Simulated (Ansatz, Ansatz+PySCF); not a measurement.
```yaml
atoms:
  - { symbol: C, position_ang: [0.0000, 0.0000, -0.1059] }
  - { symbol: H, position_ang: [0.0000, 1.0040, 0.3178] }
  - { symbol: H, position_ang: [0.0000, -1.0040, 0.3178] }
  - { symbol: C, position_ang: [30.0164, -0.0027, -0.1046] }
  - { symbol: H, position_ang: [29.2920, 0.7556, 0.1915] }
  - { symbol: H, position_ang: [30.6098, -0.7395, 0.4361] }
```

Basis set: STO-3G (spherical functions). Left uncorrelated: 2 orbitals. Charge 0, multiplicity 1.

Computed with Ansatz (development build ahead of 0.2.0); each method stands on the lowest determinant of its kind that the runs found. Restricted open shells among the atoms or ions are ROHF, correlated in semicanonical orbitals with singles.

The atomization energy at this shape (free ground-state atoms in the same class of orbitals less the molecule, no zero-point energy) of singlet C₂H₄ in separate pieces:

| method | atomization energy |
| --- | --- |
| UHF-CCSDT(Q) | 402.82 kcal/mol |
| UHF-CCSD(T) | 402.72 kcal/mol |
| UHF-MP2 | 397.76 kcal/mol |
| UHF | 380.24 kcal/mol |
| RHF-CCSDT(Q) | 307.64 kcal/mol |
| RHF-CCSD(T) | 307.18 kcal/mol |
| RHF-MP2 | 287.70 kcal/mol |

(1) What does RHF give?

Results:

(1) 259.70 kcal/mol. Caution for UHF-CCSDT(Q), UHF-CCSD(T), UHF-MP2: a plain start can end on a higher determinant; bonds are stretched, where a single reference can fail. Caution for UHF-CCSDT(Q), UHF-CCSD(T), UHF-MP2, UHF: the unrestricted determinant is a mixture of spin states. Caution for RHF-CCSDT(Q), RHF-CCSD(T), RHF-MP2, RHF: an unrestricted determinant lies well below. Caution for RHF-CCSDT(Q), RHF-CCSD(T), RHF-MP2: large amplitudes, a single reference is doubtful. Caution for RHF-CCSD(T), RHF-MP2: the program doubts this total. Caution for RHF-CCSD(T): the program finds a lower state of this spin.

This basis has no polarisation functions and is too small for such energies, which can lie far from measured ones in either direction.
